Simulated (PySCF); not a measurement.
# TaF at ROHF-CCSD(T)

Computed with ROHF-CCSD(T); Ta def2-TZVPPD with ECP60, F def2-TZVPPD; scalar-relativistic core potentials (PySCF 2.14).

| Property | Result |
| --- | --- |
| state | ³Σ⁻ (triplet), unpaired electrons δ ↑↑ |
| bond length | 1.820 Å |
| harmonic wavenumber | 720 cm⁻¹ |
| force constant | 5.26 mdyn/Å |
| rotational constant Be | 0.2961 cm⁻¹ |
| anharmonicity ωexe | 2.95 cm⁻¹ |
| vibration–rotation constant αe | 0.00165 cm⁻¹ |
| well depth De to Ta (5d3 6s2) + F | 6.14 eV |
| dissociation energy D0 | 6.10 eV |

Correlated steps freeze 1 core orbital. Spin–orbit coupling is left out, which matters for elements this heavy, above all for dissociation energies. With d or f electrons several states lie close, and the lowest PBE0 determinant need not be the measured ground state.
